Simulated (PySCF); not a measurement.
These are PBE-D3(BJ)/def2-TZVP // TPSS-D3(BJ)/def2-SVP (PySCF) values and carry that method's errors. All species are isolated molecules in the gas phase. 

Reference species: [Zn(Cl)(F)] (neutral, multiplicity 1).

coordination number: 2
charge on the central atom (Mulliken): 0.68 e
HOMO–LUMO gap: 5.12 eV

Changed species: [Zn(Cl)2] (0 of 2 Cl replaced by F; the reference has 1 of 2 Cl replaced by F).

### Question
Predict the effect on the coordination number, charge on the central atom (Mulliken) and HOMO–LUMO gap.

### Answer
the coordination number hardly moves; the charge on the central atom (Mulliken) falls by 0.14 e, to 0.54 e; the HOMO–LUMO gap drops by 0.08 eV, to 5.04 eV.
